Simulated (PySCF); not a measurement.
Caution: the highest occupied level lies above zero, so the state may not be bound. This triplet is an excited state, 0.52 eV above the relaxed singlet at the level B3LYP-D3(BJ)/def2-TZVPD (PySCF).

B3LYP has the VWN-RPA correlation part, as in Gaussian. 

**CHBNO, SMILES `N#C[B-]O` (excited triplet) (charge -1, multiplicity 3)**

Level of theory: B3LYP-D3(BJ)/def2-TZVPD (PySCF).

```yaml
highest_occupied_spin_orbital: 1.58 eV
total_energy: -193.6025 Ha
cost: around 70 core-seconds (rough)
```

```xyz
5

N      2.1744    -0.3835    -0.0574
C      1.0914     0.1007    -0.0064
B     -0.2195     0.7709     0.0614
O     -1.5353     0.2371     0.0390
H     -1.5109    -0.7252    -0.0366
```
Charge -1, spin multiplicity 3.
